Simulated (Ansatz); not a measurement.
`C1[SiH2]CS1`, relaxed with RKS PBE-D4/def2-SVP in Ansatz from a rough embedded geometry. The force threshold is 0.03 eV/Å; the program also tests the step.

Total charge 0; spin multiplicity 1.

Start:

```xyz
10

C     1.104   -0.123   -0.610
Si    0.121    0.682    0.687
C    -1.169   -0.485    0.012
S    -0.471   -0.351   -1.652
H     1.904    0.496   -1.127
H     1.600   -1.111   -0.355
H    -0.178    2.133    0.451
H     0.517    0.399    2.060
H    -2.242   -0.135    0.069
H    -1.187   -1.505    0.465
```

Question: By how much does the energy fall, and how many steps does the optimiser take? (Best estimate.)

Answer: Ansatz gave: 0.42 eV, in 5 steps.

Question: Which bonds change most? (Best estimate.)

Answer: The calculation gave: C1–Si2 from 1.816 to 1.904 Å; Si2–H8 from 1.456 to 1.510 Å; C3–S4 from 1.810 to 1.862 Å; C1–S4 from 1.902 to 1.862 Å.

Question: Give the relaxed structure. (Estimate.)

Answer: Ansatz gave: 
```xyz
10

C     1.200   -0.105   -0.675
Si    0.124    0.594    0.732
C    -1.296   -0.474    0.046
S    -0.354   -0.637   -1.551
H     1.789    0.617   -1.273
H     1.842   -0.973   -0.415
H    -0.148    2.060    0.541
H     0.570    0.359    2.155
H    -2.279    0.017   -0.097
H    -1.448   -1.458    0.536
```
